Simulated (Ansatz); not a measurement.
Input for Ansatz (a quantum-chemistry and plane-wave program): R-SVWN5/def2-TZVPP on C4H6O (SMILES C=COC=C).

Ansatz 0.2 input:
```yaml
crystal:
  periodic: [false, false, false]
  atoms:
    - {symbol: C, position_ang: [-0.93213680, 1.35217251, -0.23865127]}
    - {symbol: C, position_ang: [-0.88733686, 0.28322147, -1.02253242]}
    - {symbol: O, position_ang: [-0.45277888, -0.98060454, -0.73356911]}
    - {symbol: C, position_ang: [0.42304551, -1.28887830, 0.27016876]}
    - {symbol: C, position_ang: [1.31924152, -0.51364967, 0.86598020]}
    - {symbol: H, position_ang: [-1.37016948, 2.25631323, -0.63508648]}
    - {symbol: H, position_ang: [-0.58114781, 1.36288533, 0.78056065]}
    - {symbol: H, position_ang: [-1.27359541, 0.29949570, -2.03339340]}
    - {symbol: H, position_ang: [0.33114769, -2.34116027, 0.50587534]}
    - {symbol: H, position_ang: [1.45526392, 0.53077194, 0.63623971]}
    - {symbol: H, position_ang: [1.96846662, -0.96056739, 1.60440804]}
basis:
  gaussian:
    orbitals: def2-TZVPP
hamiltonian:
  xc: {name: SVWN5}
scf: {lower_state_search: off}
```

The head of its log:

```
WARN ansatz: RAYON_NUM_THREADS=2 ignored (pool sized by the plan → 2); use --threads N
Functional definition: SVWN5
these checks for a lower state are left out or cut short: stability, starts, cluster_reference, orbital_swaps, neighbouring_geometries, increment
integrals: 0.14 GiB planned
1225 factors; their error is unknown
mean field: 1.14 GiB planned
mean field evaluation 1: about -6225.3157 eV, gradient 7.9e1 eV
mean field evaluation 2: about -6210.5631 eV, gradient 1.0e2 eV
```

What total energy does the run end on?

-229.2969 hartree.
